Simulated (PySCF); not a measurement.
## Computed spin Hamiltonian

C₇H₁₂N (doublet state).
Z-matrix (Å and degrees, GFN2-xTB geometry), rows numbered from 1:
```
C 
C   1  1.3192
C   2  1.4965  1  124.27
C   3  1.4861  2  111.89  1   122.83
C   4  1.3852  3  125.28  2  -157.36
C   5  1.3726  4  121.44  3   179.91
C   5  1.5119  4  119.56  3    -0.81
N   7  1.4593  5  110.36  4   -58.19
H   1  1.0781  2  121.69  3     0.40
H   1  1.0771  2  122.21  3  -179.74
H   2  1.0828  1  120.29  3   179.41
H   3  1.0989  2  108.79  1  -117.21
H   3  1.0914  2  110.48  1    -0.96
H   4  1.0807  3  116.84  2    23.57
H   6  1.0747  5  121.91  4   179.72
H   6  1.0751  5  121.04  4    -1.06
H   7  1.0957  5  109.56  4    59.79
H   7  1.1023  5  108.96  4   177.19
H   8  1.0145  7  110.16  5  -178.68
H   8  1.0149  7  109.73  5   -60.18
```

The hyperfine couplings belong to this conformer and change with its torsions.

Identity: `C=CC[CH]C(=C)CN` [radical].

The calculation used UKS B3LYP, pcH-1 on C H N, non-relativistic, mean-field spin-orbit, GIAO (PySCF 2.14.0). The structure is a single GFN2-xTB conformer in the gas phase; no vibrational or solvent corrections. GFN2-xTB frequencies show an imaginary mode (34i cm⁻¹), so this geometry is no minimum at that level. Couplings are sensitive to structure, and on GFN2-xTB geometries they can be far from those on DFT ones. Stability of the SCF solution: not tested. ⟨S²⟩ is 0.776 where a pure state has 0.75.

| Item | Value |
| --- | --- |
| g1, g2, g3 | 2.00221, 2.00273, 2.00295 |
| g_iso | 2.00263 |
| Form of g | rhombic: the two nearest values differ by 29 % of g3 − g1 |
| ⟨S²⟩ | 0.7761 (exact 0.7500) |
| α and β electrons | 31, 30 |

Isotropic coupling and dipolar principal values T1 to T3, in mT (MHz turned into mT with g_iso):

| atom | isotope | a_iso | T1 | T2 | T3 | Mulliken spin population |
| --- | --- | --- | --- | --- | --- | --- |
| C1 | 13C | -0.01 | -0.03 | 0.00 | 0.03 | -0.01 |
| C2 | 13C | 0.26 | -0.05 | -0.03 | 0.08 | 0.01 |
| C3 | 13C | -0.81 | -0.07 | 0.02 | 0.04 | -0.06 |
| C4 | 13C | 2.15 | -1.96 | -1.91 | 3.87 | 0.69 |
| C5 | 13C | -1.70 | -1.00 | 0.41 | 0.59 | -0.26 |
| C6 | 13C | 1.84 | -1.74 | -1.67 | 3.41 | 0.65 |
| C7 | 13C | 0.18 | -0.03 | -0.01 | 0.04 | 0.01 |
| N8 | 14N | -0.15 | -0.02 | 0.00 | 0.01 | 0.00 |
| H9 | 1H | 0.04 | -0.04 | -0.03 | 0.07 | 0.00 |
| H10 | 1H | 0.08 | -0.02 | -0.02 | 0.04 | 0.00 |
| H11 | 1H | -0.04 | -0.07 | -0.07 | 0.14 | 0.00 |
| H12 | 1H | 3.66 | -0.15 | -0.08 | 0.23 | 0.04 |
| H13 | 1H | 1.40 | -0.12 | -0.10 | 0.22 | 0.01 |
| H14 | 1H | -1.50 | -0.81 | -0.07 | 0.88 | -0.03 |
| H15 | 1H | -1.41 | -0.86 | 0.00 | 0.86 | -0.03 |
| H16 | 1H | -1.33 | -0.71 | -0.06 | 0.77 | -0.03 |
| H17 | 1H | -0.49 | -0.08 | -0.03 | 0.11 | -0.01 |
| H18 | 1H | -0.07 | -0.07 | -0.06 | 0.13 | 0.00 |
| H19 | 1H | -0.05 | -0.04 | -0.02 | 0.05 | 0.00 |
| H20 | 1H | 0.01 | -0.07 | -0.01 | 0.09 | 0.00 |

The largest Mulliken spin populations are on C4 (+0.69), C6 (+0.65) and C5 (-0.26). The angles at C4 add up to 360.0°, so it is planar; its axial dipolar tensor and the negative coupling of its proton fit spin in a p orbital normal to that plane.

Axes: g2 points within 13° of the C5–C6 bond.

Under fast tumbling the dipolar parts average out, and these isotropic splittings remain (the largest six): 2 × 1H (H12/H13, I = 1/2, 3 lines) with 2.53 mT, 1 × 1H (H14, I = 1/2, 2 lines) with 1.50 mT, 1 × 1H (H15, I = 1/2, 2 lines) with 1.41 mT, 1 × 1H (H16, I = 1/2, 2 lines) with 1.33 mT, 2 × 1H (H17/H18, I = 1/2, 3 lines) with 0.28 mT and 1 × 14N (N8, I = 1, 3 lines) with 0.15 mT.

Nuclei that the bonding pattern makes equivalent are averaged, as if the motion that swaps them (rotation, inversion, ring flip) were fast. The 1H value of +71.0 MHz is a mean of couplings from 39.3 to 102.7 MHz in this one geometry, not an average over conformers. The 1H value of -7.9 MHz is a mean of couplings from -13.8 to -1.9 MHz in this one geometry, not an average over conformers.

The 13C coupling of C4 (60.2 MHz) shows only in satellite lines or after enrichment, since that isotope makes up about 1.07 % of natural carbon.

The spin density at the nucleus, in bohr⁻³, is negative for C5 (-0.0423), C3 (-0.0202) and N8 (-0.0134), for instance. A restricted open-shell determinant has no negative spin density anywhere; here it arises because α and β orbitals differ (spin polarisation).
